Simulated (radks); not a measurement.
Values are calculated unless marked as measured or tabulated.
The promethium anion Pm- inside a hard spherical wall (all orbitals vanish at R), configuration held at [Xe] 4f6 6s2 and not refilled when levels cross. Level of theory: scalar-relativistic Kohn-Sham, r2SCAN, spin-polarised, spherical densities, finite nucleus; open shells are filled with parallel spins first (spin-orbit coupling, left out, can overturn this in heavy ions); meta-GGA in the generalised Kohn-Sham scheme; Fermi nuclear charge, rms radius 4.962 fm (a radial shooting solver on a logarithmic mesh with Libxc functionals). Eigenvalues in eV for spin up, with the zero of energy where the potential of the charges vanishes at infinity; a dash marks a level that is unbound or too diffuse for the functional's potential to be trusted. A positive occupied level is held by the wall or, in an anion where self-interaction has pushed it up, behind a barrier. The pressure on the wall is -dE/dV.

R (bohr)  E (hartree)  kinetic (hartree)    e(5s)    e(5p)   e(6s)  e(6p, empty)  e(5d, empty)   e(4f)  pressure (GPa)
12        -10021.1963          10688.043  -36.802  -17.271   0.746             -             -   4.734           0.121
5         -10020.5828          10689.805  -27.795   -8.789  11.351        17.759        11.937  14.262            45.8
4         -10019.6674          10692.887  -22.644   -3.912  23.418        33.791        18.637  20.289             233
3         -10015.9838          10705.408   -9.694    9.812  62.630        80.792        37.724  36.231            1930
2.5       -10009.8875          10724.767    6.248   28.170  115.90        140.63        62.618  54.422            7100
2          -9992.9102          10775.222   44.416   72.980  238.63        273.39        120.56  89.836           33300
1.5        -9933.2440          10945.126   170.12   216.06  578.29        628.07        287.65  173.16          236000
